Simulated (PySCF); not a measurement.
# Distorted geometries of Bi2O2Cl2

Bi2O2Cl2 (singlet). PySCF 2.14.0, RKS PBE, Bi def2-SVP with ECP60, O def2-SVP, Cl def2-SVP; non-relativistic Hamiltonian with scalar-relativistic core potentials where named; density fitting; no spin-orbit coupling. Relaxed geometry:

```xyz
6

Bi    0.0000   -0.7087    1.6146
Bi    0.0000   -0.7087   -1.6146
O     1.4008   -0.7125    0.0000
O    -1.4008   -0.7125    0.0000
Cl    0.0000    1.7049    2.2702
Cl    0.0000    1.7049   -2.2702
```

**Question.** Order these distorted geometries by energy above the relaxed one, lowest first.
A.
```xyz
6

Bi   -0.0363   -0.7378    1.5869
Bi   -0.0084   -0.7358   -1.6184
O     1.3730   -0.6753    0.0347
O    -1.3951   -0.7450    0.0023
Cl    0.0176    1.6930    2.2382
Cl    0.0492    1.7681   -2.2438
```
B.
```xyz
6

Bi   -0.1209   -0.7087    1.6554
Bi    0.0747   -0.9122   -1.5507
O     1.5136   -0.6079    0.0355
O    -1.3181   -0.6880    0.0214
Cl   -0.1120    1.7622    2.1965
Cl   -0.0373    1.7218   -2.3580
```
C.
```xyz
6

Bi   -0.0062   -0.6641    1.6267
Bi    0.0649   -0.6716   -1.6623
O     1.3240   -0.6504    0.0077
O    -1.3348   -0.8001   -0.0328
Cl    0.0003    1.6258    2.3045
Cl   -0.0482    1.7276   -2.2438
```

**Answer.** A (0.09 eV), C (0.19 eV), B (0.60 eV).

**Question.** Which forces (eV/Å) act in the one that lies 0.60 eV up?

**Answer.** 
```
Bi   2.13  0.85  0.61
Bi   0.77  2.20 -0.33
O   -1.52 -0.61  0.43
O   -1.39 -0.31 -1.06
Cl  -0.06 -0.45  0.03
Cl   0.08 -1.68  0.31
```
Forces carry noise of the integration grid, about 0.01 to 0.03 eV/Å.
